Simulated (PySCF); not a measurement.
All values below come from PBE-D3(BJ)/def2-TZVP (PySCF 2.14.0). All species are isolated molecules in the gas phase. One relaxed conformer stands for a flexible species; it need not be the lowest. 

Reference species (SMILES): `[F][Ge]([F])([F])[F]` (neutral, multiplicity 1).

```yaml
S1 oscillator strength: 0.000
LUMO: -3.30 eV
HOMO: -10.46 eV
```

Changed species: `[SH][Ge]([SH])([F])[SH]` (3 of 4 F replaced by SH; the reference has 0 of 4 F replaced by SH).

Q: What does the change do to the S1 oscillator strength, LUMO and HOMO?

A: the S1 oscillator strength rises by 0.014, to 0.014; the LUMO increases by 0.84 eV, to -2.46 eV; the HOMO increases by 3.82 eV, to -6.64 eV.
